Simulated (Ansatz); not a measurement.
ClI₃Ti, SMILES `[Cl][Ti]([I])([I])[I]`, relaxed with RKS PBE0-D4/def2-TZVP in the Gaussian-basis code of Ansatz from a GFN2-xTB geometry. The force threshold is 0.005 eV/Å; the program also tests the step.

Charge 0, multiplicity 1. I takes the def2 core potential.

Start:

```xyz
5

Cl    1.488    1.345    1.027
Ti    0.102    0.092    0.070
I     1.116   -2.297   -0.369
I    -2.069   -0.221    1.527
I    -0.637    1.081   -2.255
```

(1) How much energy does the relaxation release, and in how many steps? (Estimate.)

(2) Which bonds change most? (An estimate is asked.)

(3) Give the relaxed structure. (Best estimate.)

Results:

(1) The calculation gave: 19.78 kJ/mol, in 4 steps.

(2) Ansatz gave: Ti2–I5 from 2.633 to 2.528 Å; Ti2–I4 from 2.633 to 2.528 Å; Ti2–I3 from 2.632 to 2.528 Å; Cl1–Ti2 from 2.099 to 2.160 Å.

(3) Ansatz gave: 
```xyz
5

Cl    1.481    1.339    1.022
Ti    0.054    0.049    0.038
I     1.084   -2.226   -0.356
I    -2.004   -0.213    1.482
I    -0.616    1.050   -2.185
```
